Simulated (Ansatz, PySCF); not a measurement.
Si(F)(OH)2(SeH) (FH3O2SeSi), SMILES [Si](O)([SeH])(F)O. Atoms are numbered in the order given.

```xyz
8

O     -1.6038    -1.4446     0.6949
Si    -0.8329    -0.1664     0.0146
O     -1.4676     1.1871     0.7112
F     -1.1015    -0.1097    -1.5853
Se     1.4147    -0.3878     0.2648
H     -2.4927    -1.2710     1.0311
H     -1.0457     2.0326     0.5180
H      1.6191    -0.2499    -1.1892
```
Charge 0, spin multiplicity 1.

Geometry optimised at B3LYP-D3(BJ)/def2-SVP. The structure was generated by enumeration, and PubChem lists no compound with its InChIKey, so it may never have been made. One conformer was computed; it need not be the lowest.

Two levels are set side by side: PBE-D3(BJ)/def2-SVP (Ansatz, a program for electronic structure) and B3LYP-D3(BJ)/def2-SVP (Ansatz). Each level has its own optimised geometry; the coordinates shown are those of the second. Frequencies come from the Hessian of PySCF at each geometry. Differences are taken from unrounded values.

```
quantity                            B3LYP-D3(BJ)  PBE-D3(BJ)  PBE-D3(BJ) minus B3LYP-D3(BJ)
----------------------------------  ------------  ----------  -----------------------------
mean bond length (Å)                       1.513       1.523                          0.010
bond O1–Si2 (Å)                            1.640       1.654                          0.014
bond Si2–O3 (Å)                            1.649       1.664                          0.014
bond Si2–F4 (Å)                            1.623       1.636                          0.013
bond Si2–Se5 (Å)                           2.272       2.276                          0.004
bond O1–H6 (Å)                             0.966       0.975                          0.009
bond O3–H7 (Å)                             0.965       0.973                          0.009
bond Se5–H8 (Å)                            1.475       1.484                          0.009
highest harmonic wavenumber (cm⁻¹)          3878        3768                           -111
mean harmonic wavenumber (cm⁻¹)              971         945                            -26
zero-point energy (kcal/mol)               24.98       24.31                          -0.67
```

Exact exchange shortens and stiffens bonds; PBE has none. Differences between two approximate levels are no errors against the true value.
